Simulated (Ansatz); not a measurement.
**Molecular dynamics, step by step**

ZnH2BrCl, closed shell, PBE0-D4/STO-3G (Ansatz 0.2.0). Settings (timestep in fs, temperature in K; T counts 9 degrees of freedom):

```yaml
hamiltonian: {xc: pbe0, dispersion: d4}
md: {n_steps: 80, timestep: 0.5, temperature: 700, ensemble: nvt_nose_hoover, seed: 384, initial_velocities: maxwell_boltzmann}
```

Start, the saddle point found with PBE0-D4 in triple zeta (not stationary at another level):

```xyz
5
angstrom
Zn -0.5430 0.0678 0.3914
Br 1.0827 -0.8364 -1.4810
Cl -2.4722 -0.6033 0.8706
H 1.1460 0.3526 -0.3306
H 0.7865 1.0192 0.5496
```

```csv
step,time (fs),potential energy less the start (meV),kinetic energy (meV),T (K)
0,0.00,0.0,271.4,700
5,2.50,-148.0,417.0,1075
10,5.00,63.4,209.7,541
15,7.50,-223.2,491.6,1268
20,10.00,-194.6,464.3,1197
25,12.50,-90.9,360.3,929
30,15.00,-166.2,434.2,1120
35,17.50,-307.3,572.1,1475
40,20.00,-204.0,466.8,1204
45,22.50,-203.1,463.8,1196
50,25.00,-372.2,627.6,1618
55,27.50,-249.6,501.6,1293
60,30.00,-196.4,439.6,1134
65,32.50,-306.9,544.0,1403
70,35.00,-282.0,512.3,1321
75,37.50,-121.3,348.1,898
80,40.00,-279.5,498.9,1287
```

Step 5, positions (Å) and forces (eV/Å):

| atom | x | y | z | Fx | Fy | Fz |
| --- | --- | --- | --- | --- | --- | --- |
| Zn1 | -0.542 | 0.059 | 0.386 | -1.246 | -0.481 | 0.285 |
| Br2 | 1.082 | -0.833 | -1.477 | -0.939 | 0.152 | 0.724 |
| Cl3 | -2.472 | -0.596 | 0.875 | 1.585 | 0.267 | -0.682 |
| H4 | 1.084 | 0.414 | -0.282 | 0.809 | 0.281 | -0.266 |
| H5 | 0.780 | 0.964 | 0.423 | -0.208 | -0.220 | -0.061 |

Step 40, positions (Å) and forces (eV/Å):

```tsv
atom	x	y	z	Fx	Fy	Fz
Zn1	-0.557	-0.004	0.360	-2.863	-0.848	1.892
Br2	1.068	-0.807	-1.444	0.428	-1.483	-1.457
Cl3	-2.409	-0.536	0.873	0.269	-0.279	-0.377
H4	1.519	0.449	-0.981	0.656	0.731	0.011
H5	0.257	0.885	0.233	1.511	1.879	-0.068
```

Step 70, positions (Å) and forces (eV/Å):

| atom | x | y | z | Fx | Fy | Fz |
| --- | --- | --- | --- | --- | --- | --- |
| Zn1 | -0.601 | -0.034 | 0.390 | 1.506 | 0.515 | 0.847 |
| Br2 | 1.074 | -0.799 | -1.444 | 0.904 | -0.173 | -1.079 |
| Cl3 | -2.346 | -0.500 | 0.847 | -2.416 | -0.907 | 0.298 |
| H4 | 2.005 | 0.281 | -1.825 | -0.471 | -0.379 | 0.234 |
| H5 | -0.056 | 1.093 | 0.052 | 0.477 | 0.944 | -0.301 |

Last step (80):

Zn1  (-0.605, -0.034, 0.407)
Br2  (1.080, -0.799, -1.451)
Cl3  (-2.349, -0.497, 0.839)
H4  (2.067, 0.120, -2.067)
H5  (-0.242, 1.159, -0.035)
(Å)

The run took about 2.5 min on 4 CPU threads of an Arm Neoverse V2 (shared host).
